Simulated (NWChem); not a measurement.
A series in which one site is exchanged, each optimised at B3LYP/6-31G* with NWChem, gas phase unless a solvent is named. Pople sets run with spherical d functions. Shieldings are non-relativistic GIAO values without spin-orbit effects.

A: BP (BPH4; site = B)
B: [PH2][GaH2] (GaPH$_{4}$; site = Ga)
C: [AlH2][PH2] (AlPH4; site = Al)

Values for A:

| Item | Result |
|---|---|
| dipole (D), B3LYP/6-31G* | 0.86 |
| vertical ionisation energy, ΔSCF, PBE/def2-SVP (eV) | 9.85 |
| 31P shift against phosphine, PBE0/pcSseg-1 (ppm) | 122.6 |
| 31P shift against phosphine, B3LYP/6-31G* (ppm) | 99.0 |

**Question.** How do these values change for the other members?

**Answer.** 
```
change from A                                            B       C
---------------------------------------------------  -----  ------
dipole (D), B3LYP/6-31G*                              0.00   +0.13
vertical ionisation energy, ΔSCF, PBE/def2-SVP (eV)  -0.58   -0.59
31P shift against phosphine, PBE0/pcSseg-1 (ppm)     -94.6  -115.8
31P shift against phosphine, B3LYP/6-31G* (ppm)      -69.2   -97.2
```
